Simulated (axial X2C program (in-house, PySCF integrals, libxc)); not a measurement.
**Correcting the dissociation energy of InN for spin–orbit coupling**

A spin-free PBE0 curve (one-electron X2C) was computed with an in-house relativistic program for diatomic molecules, basis In dyall-cv3z [11s12p9d4f1g], N dyall-av3z [7s7p3d2f] (cores contracted in-house), for the state M_S = 1, Λ = 0 (beyond evenly filled blocks: π+α, π-α). It gives D0 = 1.885 eV to In + N, which in a spin-free picture are the weighted means of the ground terms.

Measured levels of the ground terms (NIST Handbook of Basic Atomic Spectroscopic Data), in cm⁻¹: In 2P: J = 1/2 at 0, J = 3/2 at 2212.6; N 4S: J = 3/2 at 0.

The molecular state has Λ = 0, so it has no first-order lowering.

Task: How far does each ground level lie under the (2J+1)-weighted mean of its term?

Result: In: (2 × 0 + 4 × 2212.6)/6 = 1475 cm⁻¹; N: a single level, 0.

Task: Correct D0.

Result: D0 = 1.885 + (0 − 1475)/8065.5 = 1.702 eV at PBE0 with these spin–orbit terms.

Second-order spin–orbit effects in the molecule, which grow quickly with Z, are left out. One determinant describes the state; a PBE0 search over occupations chose it and may have missed a lower one. De is counted from the lowest determinant-based energies of the atoms at the same level, without counterpoise correction. PBE0 can misorder states that lie within some tenths of an eV, so this need not be the ground state of the molecule. The nearest other spin-free determinant of the search, M_S = 1, Λ = 1, lies 0.46 eV up at the distance of the search.
